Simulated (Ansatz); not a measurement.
`C=C(C)CO` + `[GeH3][TeH]` → `OC[Te][GeH3]` + `C=CC`  (substitution at a C–C bond)

Gas-phase electronic energies from Ansatz, PBE0-D4/def2-TZVP geometries. CCSD(T)/CBS adds triple-zeta CCSD(T) − MP2 to the extrapolated MP2 energy (def2 sets, frozen cores). Functionals use def2-TZVPP. B3LYP here is the variant with VWN-RPA as its local correlation; programs differ in this. def2 core potentials past Kr. For Ge, Te outer-core shells are correlated without core-valence functions, which leaves a few kJ/mol of doubt a bond. Scalar relativity is left out up to krypton. One conformer a species, not always the lowest.

```csv
level,ΔE (kJ/mol),difference from CCSD(T)/CBS
ωB97X-V,22.3,9.5
ωB97M-V,20.6,7.8
B2PLYP,14.8,2.0
PBE,9.4,-3.4
r2SCAN,13.9,1.1
PBE0,16.9,4.1
B3LYP,13.4,0.6
HF/def2-TZVPP,28.7,15.9
SCS-MP2/def2-TZVPP,16.9,4.1
CCSD/def2-TZVPP,22.2,9.4
CCSD(T)/def2-TZVPP,19.1,6.3
HF/def2-QZVPP,28.3,15.5
SCS-MP2/def2-QZVPP,13.7,0.9
HF/CBS(def2),28.3,15.5
MP2/CBS(def2),9.5,-3.3
CCSD/CBS(def2),15.9,3.1
CCSD(T)/CBS,12.8,0
```

Largest T1 diagnostic among the species: 0.011.

From PBE to PBE0 (25 % exact exchange), in def2-TZVPP and without D4, ΔE moves by +7.5 kJ/mol. In def2-TZVPP, CCSD(T) changes the Hartree–Fock value by −9.5 kJ/mol (the triples alone add −3.0 kJ/mol) and MP2 by −12.9 kJ/mol.
